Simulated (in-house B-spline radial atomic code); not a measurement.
## Binding energies in Nb²⁺

NIST's tabulated ground configuration is [Kr] 4d3; each binding energy is the energy of the ion with one electron taken from that subshell, relaxed, less that of the parent. Computed with a radial B-spline atomic code at the basis-set limit: Dirac-Kohn-Sham PBE0, spherical fractional occupations, Fermi nucleus of rms radius 4.324 fm. Energies include first-order Breit, QED and recoil terms.

Caution: exact exchange at fractional occupations of open shells leaves self-interaction of up to several eV.

| subshell | X-ray name | binding energy (eV) | -ε (eV) | relaxation (eV) |
| --- | --- | --- | --- | --- |
| 1s | K | 19078.3 | 18892.9 | -229.6 |
| 2s | L1 | 2708.6 | 2676.6 | -36.6 |
| 2p1/2 | L2 | 2496.9 | 2455.6 | -45.7 |
| 2p3/2 | L3 | 2405.6 | 2359.7 | -48.9 |
| 3s | M1 | 482.7 | 470.1 | -13.3 |
| 3p1/2 | M2 | 399.4 | 386.5 | -13.4 |
| 3p3/2 | M3 | 385.2 | 370.8 | -14.7 |
| 3d3/2 | M4 | 238.7 | 223.4 | -15.4 |
| 3d5/2 | M5 | 236.4 | 220.5 | -15.9 |
| 4s | N1 | 86.6 | 80.20 | -6.50 |
| 4p1/2 | N2 | 62.34 | 56.28 | -6.13 |
| 4p3/2 | N3 | 60.66 | 54.11 | -6.58 |
| 4d | N4,5 | 24.04 | 18.60 | -5.42 |

Relaxation = -ε minus the binding energy without Breit, QED and recoil terms. With a density functional, K lines can miss by some tenths of a per cent, more in light atoms. For a density functional the relaxation so defined is negative, because -ε of a Kohn-Sham level is smaller than the binding energy.

Emission lines follow as differences of binding energies, with λ = 12398.42 eV·Å / E:

```csv
line,holes,energy (eV),wavelength (Å)
K-L3,1s → 2p3/2,16672.7,0.74364
K-L2,1s → 2p1/2,16581.4,0.74773
K-M3,1s → 3p3/2,18693.1,0.66326
L3-M5,2p3/2 → 3d5/2,2169.2,5.7157
L2-M4,2p1/2 → 3d3/2,2258.2,5.4904
L1-M3,2s → 3p3/2,2323.4,5.3363
L3-M1,2p3/2 → 3s,1922.9,6.4478
```

Problem. What screening constant σ does Moseley's law, E = (3/4)·13.6057 eV·(Z - σ)², need for K-L3?

Solution. σ = 0.58.

Moseley's non-relativistic formula needs a falling, then negative, screening constant for heavy elements, because relativity binds the 1s electron more strongly than the formula allows.

Problem. What does it cost to remove both a 2p1/2 and a 3p1/2 electron?

Solution. 2939.6 eV, which is 43.28 eV more than the two single binding energies together.

Problem. What does it cost to remove both a 2p3/2 and a 2p1/2 electron?

Solution. 5015.4 eV, which is 112.8 eV more than the two single binding energies together.

Problem. What does it cost to remove both a 2s and a 3p3/2 electron?

Solution. 3135.9 eV, which is 42.11 eV more than the two single binding energies together.
